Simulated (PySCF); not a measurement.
# Re(3+) (rhenium, charge +3) across methods

[Xe] 4f14 5d4, high-spin 5D determinant. Computed with PySCF 2.14 in def2-TZVPPD with the def2 core potential (60 electrons) (6s5p3d2f1g, 59 functions), with scalar relativity through the core potential.

```json
{"method": "PBE0", "E (hartree)": "-76.2420", "mean ε 5p α (eV)": "-80.270", "mean ε 5p β (eV)": "-76.254", "mean ε 5d α (eV)": "-35.928", "Σ⟨r²⟩ (bohr²)": "25.50", "⟨S²⟩": "6.001"}
{"method": "TPSS", "E (hartree)": "-76.2428", "mean ε 5p α (eV)": "-77.167", "mean ε 5p β (eV)": "-74.112", "mean ε 5d α (eV)": "-34.185", "Σ⟨r²⟩ (bohr²)": "25.54", "⟨S²⟩": "6.001"}
{"method": "UHF", "E (hartree)": "-75.74219", "mean ε 5p α (eV)": "-89.633", "mean ε 5p β (eV)": "-81.812", "mean ε 5d α (eV)": "-40.179", "Σ⟨r²⟩ (bohr²)": "25.43", "⟨S²⟩": "6.003"}
{"method": "PBE", "E (hartree)": "-76.2613", "mean ε 5p α (eV)": "-76.852", "mean ε 5p β (eV)": "-73.956", "mean ε 5d α (eV)": "-34.261", "Σ⟨r²⟩ (bohr²)": "25.60", "⟨S²⟩": "6.000"}
{"method": "r2SCAN", "E (hartree)": "-76.2857", "mean ε 5p α (eV)": "-78.415", "mean ε 5p β (eV)": "-74.625", "mean ε 5d α (eV)": "-34.618", "Σ⟨r²⟩ (bohr²)": "25.42", "⟨S²⟩": "6.001"}
{"method": "PW91", "E (hartree)": "-76.2942", "mean ε 5p α (eV)": "-76.943", "mean ε 5p β (eV)": "-74.052", "mean ε 5d α (eV)": "-34.326", "Σ⟨r²⟩ (bohr²)": "25.60", "⟨S²⟩": "6.000"}
{"method": "LDA", "E (hartree)": "-76.0403", "mean ε 5p α (eV)": "-76.750", "mean ε 5p β (eV)": "-73.940", "mean ε 5d α (eV)": "-34.268", "Σ⟨r²⟩ (bohr²)": "25.79", "⟨S²⟩": "6.000"}
{"method": "M06-L", "E (hartree)": "-76.2984", "mean ε 5p α (eV)": "-77.915", "mean ε 5p β (eV)": "-74.418", "mean ε 5d α (eV)": "-34.122", "Σ⟨r²⟩ (bohr²)": "25.20", "⟨S²⟩": "6.001"}
```

(1) Estimate the same row for LC-wPBE.

Energies and moments cover only the electrons outside the core potential. Spin-orbit coupling, absent here, splits the open shell strongly.

Answers

(1) E (hartree) = -76.2810; mean ε 5p α (eV) = -82.595; mean ε 5p β (eV) = -79.080; mean ε 5d α (eV) = -38.733; Σ⟨r²⟩ (bohr²) = 25.44; ⟨S²⟩ = 6.001.
